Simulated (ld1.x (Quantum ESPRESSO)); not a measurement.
Before and after: TM semilocal potential for Bi

```json
{"Element": "Bi (Z = 83)", "Generator": "ld1.x (Quantum ESPRESSO) 7.5", "Type": "norm-conserving Troullier–Martins (semilocal form)", "Functional": "revPBE", "Relativity": "scalar-relativistic", "Frozen core": "[Xe] 4f14", "Valence charge": "15", "Reference configuration": "5d10 6s2 6p2.5 (charge +0.5)", "Partial waves": "6s (bound): rc 1.40 bohr; 6p (bound): rc 2.60 bohr; 5f channel at -0.05 Ry: rc 2.05 bohr; 5d (bound): rc 1.40 bohr", "Local potential": "the d channel", "Core correction": "Bessel-smoothed model core, default radius (core density twice the valence density)"}
```

Change: wave 5d (bound): rc 1.40 bohr becomes 5d (bound): rc 2.00 bohr.

Cutoffs: the cutoffs (Ry, on a coarse ladder) from which the occupation-weighted sum of valence levels, in a spherical-Bessel basis at the reference potential, stays within 10 and 1 mRy of its value at 400 Ry; they do not see the model core or the augmentation charge, which bear on the density cutoff. Errors are all-electron minus pseudo energies relative to the spin-unpolarised reference configuration.

Q: Predict the effect on cutoff, ghosts and configuration errors.

A: The potential gets neither clearly harder nor softer (110 Ry and 180 Ry → 110 Ry and 180 Ry); of the 7 tests that both files solve, the error grows in 1 and shrinks in 0 by more than 15 % and 0.3 meV (median size 11.2 → 11.7 meV); neither file shows a bound ghost. A semilocal file is local in each channel, so a ghost entry of none says nothing of the separable form that plane-wave codes build from it.

```tsv
quantity	base	changed
cutoff, loose	110 Ry	110 Ry
cutoff, tight	180 Ry	180 Ry
bound ghosts	none	none
error for 5d10 6s2 6p3, meV [ΔE -3.06 eV]	+1.5	+1.6
error for 5d10 6s2 6p2, meV [ΔE 4.78 eV]	-2.1	-2.1
error for 5d10 6s2 6p1, meV [ΔE 19.92 eV]	-11	-11
error for 5d9 6s2 6p3, meV [ΔE 30.22 eV]	+6.5	+12
error for 5d10 6s2 6p0, meV [ΔE 43.13 eV]	-37	-37
error for 5d10 6s0 6p5, meV [ΔE 17.40 eV]	-90	-92
error for 5d9 6s2 6p4, meV [ΔE 21.16 eV]	-63	-57
s: phases at 2.86 bohr within 0.05 rad from the reference energy up to (Ry; the scan ends near 5)	-0.4	-0.4
p: phases at 2.86 bohr within 0.05 rad from the reference energy up to (Ry; the scan ends near 5)	2.4	2.4
d: phases at 2.86 bohr within 0.05 rad from the reference energy up to (Ry; the scan ends near 5)	to the end of the scan	to the end of the scan
f: phases at 2.86 bohr within 0.05 rad from the reference energy up to (Ry; the scan ends near 5)	3.5	3.5
```
